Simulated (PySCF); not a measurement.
Method: TPSSh-D3(BJ)/def2-TZVP // CAM-B3LYP-D3(BJ)/def2-TZVP in PySCF. Isolated molecules, 0 K electronic values unless said otherwise. One relaxed conformer stands for a flexible species; it need not be the lowest. Excitations are Tamm–Dancoff values on a coarser integration grid. The basis has no diffuse functions, so Rydberg states are missing or too high.

Reference species (SMILES): `BCC(=C)C#N` (neutral, multiplicity 1).

```yaml
S1 oscillator strength: 0.002
T1 excitation (TDA): 3.76 eV
LUMO: -2.16 eV
```

After one change: the S1 oscillator strength stays essentially unchanged; the T1 excitation (TDA) rises by 0.02 eV; the LUMO is nearly the same.

**Question.** Which change was made? The new species is one of these.
(A) `B/C=C(/C)C#N`
(B) `B/C(C#N)=C/C`
(C) `BC/C=C\C#N`
(D) `B/C=C(\C)C#N`

**Answer.** C, `BC/C=C\C#N`
